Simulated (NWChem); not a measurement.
The numbers come from NWChem runs, not from measurements. System: hydrogen selenide (H2Se), charge 0, spin multiplicity 1, at a geometry optimised with PBE0/def2-SVP. Level: CCSD linear response/def2-SVPD, 9 core orbitals frozen.

Part of the output:

```
             Northwest Computational Chemistry Package (NWChem) 7.3.0
             --------------------------------------------------------

                                NWChem Input Module
                                -------------------

 Scaling coordinates for geometry "geometry" by  1.889725989
 (inverse scale =  0.529177249)

 Turning off AUTOSYM since
 SYMMETRY directive was detected!

                             Geometry "geometry" -> ""
                             -------------------------

 Output coordinates in angstroms (scale by  1.889725989 to convert to a.u.)

  No.       Tag          Charge          X              Y              Z
 ---- ---------------- ---------- -------------- -------------- --------------
    1 Se                  34.0000     0.00000000     0.00000000     0.05707600
    2 H                    1.0000     1.05024600     0.00000000    -0.97029100
    3 H                    1.0000    -1.05024600     0.00000000    -0.97029100

 Effective nuclear repulsion energy (a.u.)      24.7444849950

            Nuclear Dipole moment (a.u.)
            ----------------------------
        X                 Y               Z
 ---------------- ---------------- ----------------
     0.0000000000     0.0000000000     0.0000037795

      Symmetry information
      --------------------

 Group name             C2v
 Group number             16
 Group order               4
 No. of unique centers     2

      Symmetry unique atoms

     1    2


 Summary of "ao basis" -> "" (spherical)
 ------------------------------------------------------------------------------
       Tag                 Description            Shells   Functions and Types
 ---------------- ------------------------------  ------  ---------------------
 *                         def2-svpd                  on all atoms

 Summary of "ao basis" -> "ao basis" (spherical)
 ------------------------------------------------------------------------------
       Tag                 Description            Shells   Functions and Types
 ---------------- ------------------------------  ------  ---------------------
 Se                        def2-svpd                15       41   6s5p4d
 H                         def2-svpd                 4        8   2s2p

                                 NWChem SCF Module
                                 -----------------

  ao basis        = "ao basis"
  functions       =    57
  atoms           =     3
  closed shells   =    18
  open shells     =     0
  charge          =   0.00
  wavefunction    = RHF
  use symmetry    = T
  symmetry adapt  = T

 Summary of "ao basis" -> "ao basis" (spherical)
 ------------------------------------------------------------------------------
       Tag                 Description            Shells   Functions and Types
 ---------------- ------------------------------  ------  ---------------------
 Se                        def2-svpd                15       41   6s5p4d
 H                         def2-svpd                 4        8   2s2p

      Symmetry analysis of basis
      --------------------------

        a1         25
        a2          6
        b1         15
        b2         11

 Forming initial guess at       0.0s

      Superposition of Atomic Density Guess
      -------------------------------------

 Sum of atomic energies:       -2400.51241881

      Non-variational initial energy
      ------------------------------

 Total energy =   -2400.657589
 1-e energy   =   -3392.668403
 2-e energy   =     967.266329
 HOMO         =      -0.294799
 LUMO         =       0.048048

      Symmetry analysis of molecular orbitals - initial
      -------------------------------------------------

  Numbering of irreducible representations:

     1 a1          2 a2          3 b1          4 b2

  Orbital symmetries:

     1 a1          2 a1          3 b1          4 a1          5 b2
     6 a1          7 b1          8 a1          9 b2         10 b1
    11 a1         12 a1         13 a2         14 b2         15 a1
    16 b1         17 a1         18 b2         19 a1         20 b1
    21 b1         22 a1         23 b2         24 a1         25 a1
    26 a2         27 b2         28 a1

[...]
   13          0.0001468671555     0.8     0.8
   14          0.0000959576838     0.8     0.8
   15          0.0000636972964     0.8     0.8
   16          0.0000101464275     0.8     0.8
   17          0.0000046865392     0.8     0.8
   18          0.0000027000267     0.8     0.8
   19          0.0000016593017     0.8     0.8
   20          0.0000010462974     0.8     0.8
   21          0.0000001982967     0.8     0.8
 ---------------------------------------------
 Iterations converged

 Frequency =      -0.0773000 / au

 CCSD-LR iterations
 ---------------------------------------------
 Iter          Residuum            Cpu    Wall
 ---------------------------------------------
    1          0.9731334890720     0.8     0.8
    2          1.2788370040076     0.8     0.8
    3          0.2234282333464     0.8     0.8
    4          0.1430106854756     0.8     0.8
    5          0.0321869720201     0.8     0.8
    6          0.0105658018485     0.9     0.9
    7          0.0035366460487     0.8     0.8
    8          0.0013094932108     0.8     0.8
    9          0.0005495449699     0.8     0.8
   10          0.0002146193881     0.8     0.8
   11          0.0000378912993     0.8     0.8
   12          0.0000138417003     0.8     0.8
   13          0.0000056133952     0.8     0.8
   14          0.0000024115321     0.8     0.8
   15          0.0000010402248     0.8     0.8
   16          0.0000001994430     0.8     0.8
 ---------------------------------------------
 Iterations converged

 Y   axis ( b2  symmetry)

 Frequency =       0.0773000 / au

 CCSD-LR iterations
 ---------------------------------------------
 Iter          Residuum            Cpu    Wall
 ---------------------------------------------
    1          0.9584988220585     0.9     0.9
    2          0.9836521133384     1.0     1.0
    3          0.6241850188185     0.9     0.9
    4          0.4077733100813     0.8     0.8
    5          0.2742530590409     0.9     0.9
    6          0.0750259224068     0.8     0.8
    7          0.0464851540925     0.8     0.8
    8          0.0347928453222     0.8     0.8
    9          0.0269014444867     0.8     0.8
   10          0.0209707787083     0.8     0.8
   11          0.0021714714364     0.8     0.8
   12          0.0009003907003     0.8     0.8
   13          0.0005113914615     0.8     0.8
   14          0.0003111256425     0.8     0.8
   15          0.0001974885034     0.8     0.8
   16          0.0000607541313     1.2     1.2
   17          0.0000403390537     1.5     1.5
   18          0.0000302391622     0.8     0.8
   19          0.0000233642340     0.8     0.8
   20          0.0000182179452     0.9     0.9
   21          0.0000025785741     0.8     0.8
   22          0.0000011038629     0.8     0.8
   23          0.0000006703506     0.8     0.8
 ---------------------------------------------
 Iterations converged

 Frequency =      -0.0773000 / au

 CCSD-LR iterations
 ---------------------------------------------
 Iter          Residuum            Cpu    Wall
 ---------------------------------------------
    1          0.9584988220585     0.8     0.8
    2          1.1902405891802     0.8     0.8
    3          0.2149124655142     0.8     0.8
    4          0.1395686636672     0.8     0.8
    5          0.0338098732549     0.9     0.9
    6          0.0133340806703     0.9     0.9
    7          0.0059469865242     0.8     0.8
    8          0.0020929758863     0.8     0.8
    9          0.0011416447747     0.8     0.8
   10          0.0004503181188     0.8     0.8
   11          0.0000900481689     0.8     0.8
   12          0.0000288669097     0.8     0.8
   13          0.0000132892704     0.8     0.8
   14          0.0000051468659     0.8     0.8
   15          0.0000024797844     0.8     0.8
   16          0.0000005224272     0.8     0.8
 ---------------------------------------------
 Iterations converged

 Z   axis ( a1  symmetry)

 Frequency =       0.0773000 / au

 CCSD-LR iterations
 ---------------------------------------------
 Iter          Residuum            Cpu    Wall
 ---------------------------------------------
    1          0.9707909071743     0.8     0.8
    2          1.0650650475813     0.8     0.8
    3          0.6049503919074     0.8     0.8
    4          0.3586678014924     0.8     0.8
    5          0.2141221253956     0.8     0.8
    6          0.0384101929729     1.0     1.0
    7          0.0198867110828     1.0     1.0
    8          0.0127078277412     0.9     0.9
    9          0.0084616407797     0.8     0.8
   10          0.0056969963821     0.8     0.8
   11          0.0006002131102     0.8     0.8
   12          0.0002619361482     0.9     0.9
   13          0.0001498829731     1.0     1.0
   14          0.0000900498250     0.9     0.9
   15          0.0000553174421     0.8     0.8
   16          0.0000113927006     0.8     0.8
   17          0.0000062355237     0.8     0.8
   18          0.0000039477276     0.9     0.9
   19          0.0000026044383     0.9     0.9
   20          0.0000017407902     0.8     0.8
   21          0.0000002075027     0.8     0.8
 ---------------------------------------------
 Iterations converged

 Frequency =      -0.0773000 / au

 CCSD-LR iterations
 ---------------------------------------------
 Iter          Residuum            Cpu    Wall
 ---------------------------------------------
    1          0.9707909071743     0.8     0.8
    2          1.2569811130603     0.8     0.8
    3          0.2241474313226     0.8     0.8
    4          0.1437717004639     0.8     0.8
    5          0.0341075897609     0.8     0.8
    6          0.0124395718280     0.8     0.8
    7          0.0046553605453     0.9     0.9
    8          0.0017734291977     1.2     1.2
    9          0.0008202243075     0.8     0.8
   10          0.0003291800045     0.8     0.8
   11          0.0000597554076     0.9     0.9
   12          0.0000221842007     0.9     0.9
   13          0.0000091510465     0.8     0.8
   14          0.0000038520082     0.9     0.9
   15          0.0000016950861     0.8     0.8
   16          0.0000003771934     0.8     0.8
 ---------------------------------------------
 Iterations converged

 CCSD-LR dipole moments / hartree & Debye
 --------------------------------
 X      -0.0000000     -0.0000000
 Y      -0.0000000     -0.0000000
 Z       0.2790291      0.7092266
 --------------------------------

 CCSD Linear Response polarizability / au
 Frequency  =       0.0773000 / au
 Wavelength =     589.4353558 / nm
 -------------------------------------------------------|-----------------------------------------------
                     atomic units (bohr^3)              |                   angstroms^3
                  X              Y              Z       |             X              Y              Z
 -------------------------------------------------------|-----------------------------------------------
 X           31.7337802     -0.0000000     -0.0000000   |      4.7024621     -0.0000000     -0.0000000
 Y           -0.0000000     33.4938179     -0.0000000   |     -0.0000000      4.9632728     -0.0000000
 Z           -0.0000000     -0.0000000     31.6999866   |     -0.0000000     -0.0000000      4.6974544
 -------------------------------------------------------|-----------------------------------------------
 Eigs =      31.7337802     33.4938179     31.6999866   |      4.7024621      4.9632728      4.6974544
 Isotropic   =              32.3091949                  |                     4.7877298
 Anisotropic =               1.7771754                  |                     0.2633503
 -------------------------------------------------------|-----------------------------------------------

 Task  times  cpu:      130.1s     wall:      130.1s

 Total times  cpu:      130.1s     wall:      130.1s
```

Problem. Write an NWChem input that would produce this output.

Solution. This is not unique; one that fits is 
```
start mol
memory heap 100 mb stack 700 mb global 1900 mb
geometry units angstroms nocenter noautoz
  Se     0.000000     0.000000     0.057076
  H      1.050246     0.000000    -0.970291
  H     -1.050246     0.000000    -0.970291
  symmetry group C2v
end
basis spherical
  * library def2-svpd
end
scf
  rhf
  nopen 0
  maxiter 100
  thresh 1e-7
  semidirect memsize 60000000 filesize 0
end
tce
  freeze core 9
  ccsd
  thresh 1e-6
  tilesize 24
end
set tce:lineresp T
set tce:afreq 0.0773
set tce:respaxis T T T
task tce energy
```
